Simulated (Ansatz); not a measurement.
The cluster Ag₃S⁺, relaxed as a singlet with RKS B3LYP-D4/def2-SVP in Ansatz, starting from the GFN1-xTB geometry. Force threshold 0.02 eV/Å.

In the def2 sets Ag takes a core potential; there is no spin–orbit coupling. The structure comes from a short search, and lower isomers may exist.

Start:

```xyz
4

Ag    0.459   -1.403    1.828
Ag   -0.680   -0.911   -2.049
Ag    0.211    2.319    0.222
S     0.009   -0.005   -0.001
```

(1) Estimate the energy that the relaxation releases and the steps that it takes.

(2) Does the start keep its bonding and symmetry?

(3) Predict the relaxed structure.

Results:

(1) 30.5 kJ/mol, in 9 steps; 85 s on 4 threads of Intel Xeon on a shared host. No frequencies were taken in this run, so the end may be a saddle point.

(2) By distances, no bond broke or formed. The bond that changes most is Ag2–S4, from 2.34 to 2.40 Å (atoms count from 1). Point group Cs at the start, C3v at the end, both within 0.05 Å.

(3) 
```xyz
4

Ag    0.128   -1.236    1.712
Ag   -0.887   -0.805   -1.745
Ag   -0.088    2.095    0.287
S     0.846   -0.054   -0.255
```
Bond lengths (bridged metal pairs left out): 3 × Ag–S 2.40 Å.
